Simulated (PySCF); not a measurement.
# CaCl: from constants to spectrum

UHF-CCSD(T) constants of CaCl, ²Σ⁺ (doublet), unpaired electrons σ ↑ (PySCF, no relativity, basis sets Ca pcseg-2, Cl pcseg-2; masses 39.9626 and 34.9689 u):

| Quantity | Value |
| --- | --- |
| ωe | 365.4 cm⁻¹ |
| ωexe | 1.36 cm⁻¹ |
| Be | 0.14821 cm⁻¹ |
| αe | 0.000765 cm⁻¹ |
| De to Ca + Cl | 3.76 eV |

What force constant and bond length do these constants imply?

Reduced mass μred = 18.650 u; k = 5.8918×10⁻⁷·μred·ωe² (u, cm⁻¹, mdyn/Å) = 1.47 mdyn/Å; Re = √(16.8576/(μred·Be)) (u, cm⁻¹, Å) = 2.470 Å.

Estimate the centrifugal constant D from the Kratzer relation and find the Dunham coefficient a1.

D = 4Be³/ωe² = 9.75e-08 cm⁻¹; a1 = −1 − αeωe/(6Be²) = -3.12.

Correlated steps freeze 10 core orbitals. The state is the lowest determinant that a PBE0 search found; another state may lie lower at other levels.
